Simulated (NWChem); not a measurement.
All runs are NWChem calculations. System: Cl3Si, charge 0, spin multiplicity 2, displaced from the optimised geometry. The structure started from a generated list of species. Its SCF solution wasn't tested for a lower state.

Job file:

```
start mol
memory heap 200 mb stack 900 mb global 1100 mb
geometry units angstroms nocenter noautoz
  Cl    -0.998725    -0.155531     1.730287
  Si    -0.000901     0.560776     0.000000
  Cl    -0.998725    -0.155531    -1.730287
  Cl     1.998193    -0.150753     0.000000
  symmetry group Cs
end
basis spherical
  * library def2-tzvp
end
dft
  xc slater vwn_5
  odft
  mult 2
  semidirect memsize 60000000 filesize 0
  iterations 100
  convergence nodiis damp 40
end
task dft gradient
```

The output up to the point where the run's verdict is printed (cleaned and shortened):

```
             Northwest Computational Chemistry Package (NWChem) 7.3.0
             --------------------------------------------------------

                                NWChem Input Module
                                -------------------

 Scaling coordinates for geometry "geometry" by  1.889725989
 (inverse scale =  0.529177249)

 Turning off AUTOSYM since
 SYMMETRY directive was detected!

                             Geometry "geometry" -> ""
                             -------------------------

 Output coordinates in angstroms (scale by  1.889725989 to convert to a.u.)

  No.       Tag          Charge          X              Y              Z
 ---- ---------------- ---------- -------------- -------------- --------------
    1 Cl                  17.0000    -0.99872500    -0.15553100     1.73028700
    2 Si                  14.0000    -0.00090100     0.56077600     0.00000000
    3 Cl                  17.0000    -0.99872500    -0.15553100    -1.73028700
    4 Cl                  17.0000     1.99819300    -0.15075300     0.00000000

 Effective nuclear repulsion energy (a.u.)     310.6383767865

            Nuclear Dipole moment (a.u.)
            ----------------------------
        X                 Y               Z
 ---------------- ---------------- ----------------
     0.0000321253     0.0000170075     0.0000000000

      Symmetry information
      --------------------

 Group name             Cs
 Group number              2
 Group order               2
 No. of unique centers     3

      Symmetry unique atoms

     1    2    4


 Summary of "ao basis" -> "" (spherical)
 ------------------------------------------------------------------------------
       Tag                 Description            Shells   Functions and Types
 ---------------- ------------------------------  ------  ---------------------
 *                         def2-tzvp                  on all atoms

                                 NWChem DFT Module
                                 -----------------

 Summary of "ao basis" -> "ao basis" (spherical)
 ------------------------------------------------------------------------------
[...]
 d= 0,ls=0.5         73  -1304.9371364699  1.12D+02  9.02D-02              21.4
                                                     8.89D-02
 d= 0,ls=0.5         74  -1416.7952228746 -1.12D+02  9.02D-02              21.6
                                                     8.89D-02
 d= 0,ls=0.5         75  -1304.9371364699  1.12D+02  9.02D-02              21.9
                                                     8.89D-02
 d= 0,ls=0.5         76  -1416.7952228746 -1.12D+02  9.02D-02              22.2
                                                     8.89D-02
 d= 0,ls=0.5         77  -1304.9371364699  1.12D+02  9.02D-02              22.4
                                                     8.89D-02
 d= 0,ls=0.5         78  -1416.7952228746 -1.12D+02  9.02D-02              22.7
                                                     8.89D-02
 d= 0,ls=0.5         79  -1304.9371364699  1.12D+02  9.02D-02              23.0
                                                     8.89D-02
 d= 0,ls=0.5         80  -1416.7952228746 -1.12D+02  9.02D-02              23.2
                                                     8.89D-02
 d= 0,ls=0.5         81  -1304.9371364699  1.12D+02  9.02D-02              23.5
                                                     8.89D-02
 d= 0,ls=0.5         82  -1416.7952228746 -1.12D+02  9.02D-02              23.8
                                                     8.89D-02
 d= 0,ls=0.5         83  -1304.9371364699  1.12D+02  9.02D-02              24.0
                                                     8.89D-02
 d= 0,ls=0.5         84  -1416.7952228746 -1.12D+02  9.02D-02              24.3
                                                     8.89D-02
 d= 0,ls=0.5         85  -1304.9371364699  1.12D+02  9.02D-02              24.6
                                                     8.89D-02
 d= 0,ls=0.5         86  -1416.7952228746 -1.12D+02  9.02D-02              24.8
                                                     8.89D-02
 d= 0,ls=0.5         87  -1304.9371364699  1.12D+02  9.02D-02              25.1
                                                     8.89D-02
 d= 0,ls=0.5         88  -1416.7952228746 -1.12D+02  9.02D-02              25.4
                                                     8.89D-02
 d= 0,ls=0.5         89  -1304.9371364699  1.12D+02  9.02D-02              25.6
                                                     8.89D-02
 d= 0,ls=0.5         90  -1416.7952228746 -1.12D+02  9.02D-02              25.9
                                                     8.89D-02
 d= 0,ls=0.5         91  -1304.9371364699  1.12D+02  9.02D-02              26.2
                                                     8.89D-02
 d= 0,ls=0.5         92  -1416.7952228746 -1.12D+02  9.02D-02              26.4
                                                     8.89D-02
 d= 0,ls=0.5         93  -1304.9371364699  1.12D+02  9.02D-02              26.7
                                                     8.89D-02
 d= 0,ls=0.5         94  -1416.7952228746 -1.12D+02  9.02D-02              27.0
                                                     8.89D-02
 d= 0,ls=0.5         95  -1304.9371364699  1.12D+02  9.02D-02              27.3
                                                     8.89D-02
 d= 0,ls=0.5         96  -1416.7952228746 -1.12D+02  9.02D-02              27.5
                                                     8.89D-02
 d= 0,ls=0.5         97  -1304.9371364699  1.12D+02  9.02D-02              27.8
                                                     8.89D-02
 d= 0,ls=0.5         98  -1416.7952228746 -1.12D+02  9.02D-02              28.1
                                                     8.89D-02
 d= 0,ls=0.5         99  -1304.9371364699  1.12D+02  9.02D-02              28.3
                                                     8.89D-02
 d= 0,ls=0.5        100  -1416.7952228746 -1.12D+02  9.02D-02              28.6
                                                     8.89D-02
```

Convergence was not reached. The next line reads: Calculation failed to converge. NWChem stopped with the message: dft gradient failed.
